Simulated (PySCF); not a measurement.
Stepwise substitution at one centre (Sn Cl-C2H5). Isolated molecules, 0 K electronic values unless said otherwise. One relaxed conformer stands for each flexible species; it need not be the lowest. Strings in code marks are SMILES.

Method: PBE0-D3(BJ)/def2-TZVP // PBE0-D3(BJ)/def2-SVP (PySCF). Delta-SCF ions had no search for a lower state. Excitations are Tamm–Dancoff values on a coarser integration grid. The basis has no diffuse functions, so Rydberg states are missing or too high.

```csv
species,brightest of the four lowest singlets (TDA) (eV),vertical ionisation energy (Delta-SCF) (eV)
0 of 4 Cl replaced by C2H5 (`[Cl][Sn]([Cl])([Cl])[Cl]`),5.38,(withheld)
1 of 4 Cl replaced by C2H5,5.69,10.43
"2 of 4 Cl replaced by C2H5 (`C[CH2][Sn]([Cl])([Cl])[CH2]C` (C–C–Sn–Cl torsion 56°, Cl–Sn–C–C torsion -56°))",6.11,9.50
4 of 4 Cl replaced by C2H5 (`C[CH2][Sn]([CH2]C)([CH2]C)[CH2]C`),6.58,(withheld)
```

Question: Complete the blanks.

Answer: 
- 0 of 4 Cl replaced by C2H5 (`[Cl][Sn]([Cl])([Cl])[Cl]`), vertical ionisation energy (Delta-SCF) (eV): 11.62
- 4 of 4 Cl replaced by C2H5 (`C[CH2][Sn]([CH2]C)([CH2]C)[CH2]C`), vertical ionisation energy (Delta-SCF) (eV): 8.53
